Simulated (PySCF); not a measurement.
```xyz
3
charge 0 multiplicity 1, angstrom
Se    0.0248    0.0049    0.0000
H    -0.9837   -0.1946    1.0514
H    -0.9837   -0.1946   -1.0514
```

Level of theory: PySCF, B3LYP, basis Se def2-TZVP, H def2-TZVP (no relativity, density fitting).

This geometry of H₂Se is a stationary point at this level.

Task: What is the point group?

Result: C2v.

Task: Is it a minimum?

Result: Yes: all harmonic wavenumbers are real.

Task: Give the atomic charges and bond orders.

Result: 
```tsv
atom	Mulliken	Löwdin	polar tensor	Mayer order to Se1
Se1	-0.24	-0.06	0.01	–
H2,3	0.12	0.03	-0.01	0.98
```

Task: What is the atomisation energy, with and without zero-point energy?

Result: 681 kJ/mol without, 645 kJ/mol with.
